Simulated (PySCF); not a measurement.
FHSeTe. Atoms are numbered in the order given.

```xyz
4

Te     0.4077     0.2861     0.7323
F      1.5668     1.3274    -0.3887
Se    -1.0323    -0.7325    -0.9805
H     -0.2016    -1.9213    -1.2456
```
Charge 0, spin multiplicity 1.

The structure is a stationary point at PBE0-D3(BJ)/def2-TZVP. The def2 effective core potentials stand for the cores of Te; spin–orbit coupling is left out. One conformer was computed; it need not be the lowest.

All values below come from r2SCAN/def2-TZVPD (PySCF).

Gas-phase values at a fixed geometry.

- total energy = -2770.14698 hartree
- highest occupied level = -5.80 eV
- lowest empty level = -2.89 eV
- orbital gap = 2.90 eV
- dipole moment = 2.12 D
- quadrupole, principal values (traceless, Buckingham form, about the centre of nuclear charge) = -6.45, -0.26, 6.71 D·Å
- mean static polarisability = 70.5 bohr³ (10.45 Å³)
- polarisability, principal values = 58.7, 59.4, 93.5 bohr³
